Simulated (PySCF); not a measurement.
One molecule, one basis, several functionals.

Compound: H9NSi3.
Bonds: Si1–N2, N2–Si3, N2–Si4. Hydrogens: H5, H6, H7 on Si1; H8, H9, H10 on Si3; H11, H12, H13 on Si4.

PySCF, pcSseg-2 basis, density fitting, gas phase, PBE0-D3(BJ)/def2-SVP geometry. One functional is left out:

```
functional  exact exchange (%)  HOMO energy (eV)  LUMO energy (eV)
     B97-D                   0             -6.37             -1.16
      BLYP                   0             -6.25             -1.14
      BP86                   0             -6.47             -1.38
       LDA                   0             -6.42             -1.61
      OPBE                   0             -6.37             -1.12
       PBE                   0             -6.37             -1.34
     B3LYP                  20             -7.43             -0.64
  mPW1PW91                  25             -7.68             -0.48
```

**Question.** Predict the row of PBE0 (25 % exact exchange) by straight lines through the other rows, and check it.

**Answer.** 
```tsv
property	line	computed	computed − line	mPW1PW91 (25 %), for comparison
HOMO energy (eV)	-7.69	-7.64	+0.05	-7.68
LUMO energy (eV)	-0.48	-0.49	-0.01	-0.48
```

**Question.** Which of these properties follows the share of exact exchange most closely, and which least?

**Answer.** Most closely the HOMO energy, least the LUMO energy; the correlations over the tabulated rows are HOMO energy -0.994, LUMO energy 0.905. The HOMO energy moves by -0.524 eV for every 10 %. Functionals with the same share still differ in their other parts: at 0 % BLYP and BP86 differ by 0.22 eV in it.
